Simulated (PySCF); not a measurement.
## Two-component Hartree-Fock for Ne²⁺ (neon, charge +2)

Start: [He] 2s1 2p4 3s1; 2s1/2 filled at m_j = +1/2; 2p1/2 filled at m_j = +1/2; 2p3/2 filled at m_j = -1/2, +1/2, +3/2; 3s1/2 filled at m_j = +1/2. Calculated with PySCF 2.14 in x2c-SVPall-2c with one added diffuse shell of s type (4s2p1d, 15 functions): generalised Hartree-Fock with the X2C-1e Hamiltonian and a Gaussian nucleus; one run each with spin-orbit coupling (SO) switched off, then screened by Boettger's factors. This is a chosen level, not necessarily the ground level.

```json
{"spinor shell": "1s1/2", "electrons": "2", "ε, spin-free (eV)": "-961.67", "ε, screened SO (eV)": "-961.66", "weight of nominal j (screened SO)": "1.000", "rms radius, screened SO (bohr)": "0.183"}
{"spinor shell": "2s1/2", "electrons": "1", "ε, spin-free (eV)": "-113.84", "ε, screened SO (eV)": "-113.84", "weight of nominal j (screened SO)": "1.000", "rms radius, screened SO (bohr)": "0.860"}
{"spinor shell": "2p3/2", "electrons": "3", "ε, spin-free (eV)": "-82.322", "ε, screened SO (eV)": "-85.659", "weight of nominal j (screened SO)": "0.664", "rms radius, screened SO (bohr)": "0.847"}
{"spinor shell": "2p1/2", "electrons": "1", "ε, spin-free (eV)": "-82.322", "ε, screened SO (eV)": "-72.339", "weight of nominal j (screened SO)": "0.663", "rms radius, screened SO (bohr)": "0.890"}
{"spinor shell": "3s1/2", "electrons": "1", "ε, spin-free (eV)": "-24.393", "ε, screened SO (eV)": "-24.393", "weight of nominal j (screened SO)": "1.000", "rms radius, screened SO (bohr)": "2.71"}
```

```tsv
quantity	spin-free	screened SO
E (hartree)	-124.14797	-124.14950
M_J	3	3
⟨J²⟩	12.002	12.002
⟨L²⟩	2.001	2.001
⟨S²⟩	6.002	6.002
```

Each row is a mean over spinors that exchange with the open shell spreads, by up to 8.113 eV (1s1/2).

Rows whose weight is well below 1 are mixtures of j = l ± 1/2: exchange outweighs spin-orbit coupling there, and the label is only the starting occupation.

Without spin-orbit coupling the j labels of p, d and f shells carry no meaning; the spin-free column gives the mean over the occupied spinors of each nl shell.
